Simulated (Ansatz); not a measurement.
Relaxation of FH5Sn (7 atoms, charge 0, multiplicity 1), to a largest force component of 0.03 eV/Å in at most 50 steps.

Theory: RKS PBE-D4/def2-TZVP in Ansatz.

```xyz
7
Properties=species:S:1:pos:R:3
Sn 0.188 0.000 -0.105
H 0.136 0.000 1.633
H 1.855 0.000 -0.525
H -0.563 1.420 -0.692
H -0.563 -1.420 -0.692
F -2.491 0.000 1.405
H -1.703 0.000 1.905
```

Problem. Where does it end, and by what steps?

Solution. It converged. The force dipped under the threshold on the way, but the program's further checks kept it going. After 13 steps the energy has fallen by 0.043 eV; F6 moved furthest, 0.55 Å.

```
step  energy less start (eV)  largest force component (eV/Å)  accepted
   0                  0.0000                           0.472       yes
   1                 -0.0077                           1.084       yes
   2                 -0.0291                           0.220       yes
   3                  0.0582                           2.524        no
   4                 -0.0382                           0.099       yes
   5                 -0.0393                           0.086       yes
   6                 -0.0409                           0.232       yes
   7                 -0.0425                           0.028       yes
   8                 -0.0108                           1.459        no
   9                 -0.0404                           0.389        no
  10                 -0.0428                           0.095       yes
  11                 -0.0427                           0.070        no
  12                 -0.0430                           0.032       yes
  13                 -0.0430                           0.001       yes
```

```xyz
7
Properties=species:S:1:pos:R:3
Sn 0.240 0.000 -0.216
H -0.109 0.000 1.485
H 1.947 0.000 -0.362
H -0.435 1.415 -0.900
H -0.435 -1.415 -0.899
F -2.646 0.000 1.929
H -1.703 0.000 1.892
```

Whether the end is a true minimum wasn't checked by a vibrational analysis.

The run took 4.1 s on 4 threads of AMD EPYC 9R45 96-Core Processor (Zen 5), on a shared host, peak memory 0.18 GiB.
